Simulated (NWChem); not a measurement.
## Correlation energy of germanium monoxide (GeO)

```xyz
2

Ge     0.0000     0.0000     0.3297
O      0.0000     0.0000    -1.3189
```
Charge 0, spin multiplicity 1.

The numbers come from NWChem runs, not from measurements. Structure: optimised with PBE/def2-SVP, a minimum by its harmonic frequencies.

Basis set: def2-SVP. Each correlation energy counts from its own Hartree-Fock reference.

The Hamiltonian is non-relativistic. The correlated methods keep 10 core orbitals frozen. Coupled-cluster values serve here as a point of comparison, not as the truth.

Order these methods by the correlation energy they give, lowest first: MP2, SCS-MP2, CR-CCSD[T], CR-CCSD(T).

CR-CCSD[T] (-422.1 mHa), CR-CCSD(T) (-418.0 mHa), MP2 (-416.8 mHa), SCS-MP2 (-391.3 mHa)
